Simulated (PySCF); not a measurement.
Excitation energy of I by level of theory

I [Kr] 4d10 5s2 5p5 (2P) → I [Kr] 4d10 5s1 5p5 6s1 (4P), as a difference of total energies. Computed with PySCF 2.14 in aug-cc-pV5Z-PP with ECP28MDF, with scalar relativity through the core potential. Correlated levels: valence: 4s2 4p6 4d10 frozen. The calculations carry no spin-orbit coupling.

```json
{"method": "UHF", "excitation energy (eV)": "18.282"}
{"method": "LDA", "excitation energy (eV)": "17.952"}
{"method": "PBE", "excitation energy (eV)": "17.681"}
{"method": "PBE0", "excitation energy (eV)": "18.070"}
{"method": "r2SCAN", "excitation energy (eV)": "18.052"}
{"method": "BHandHLYP", "excitation energy (eV)": "18.466"}
{"method": "B2PLYP", "excitation energy (eV)": "18.721"}
{"method": "B3LYP", "excitation energy (eV)": "18.080"}
{"method": "MP2 (valence)", "excitation energy (eV)": "17.182"}
{"method": "SCS-MP2 (valence)", "excitation energy (eV)": "17.047"}
```

Problem. How much does correlation contribute at MP2 (valence)?

Solution. 17.182 − (18.282) = -1.100 eV, measured against UHF.

The upper state lies above the first ionisation limit, where it may autoionise and the basis confines it. A Rydberg-like electron needs more diffuse functions than a valence basis has.

The promoted electron is Rydberg-like, and one or two diffuse shells describe it only roughly, which tends to raise the upper state.
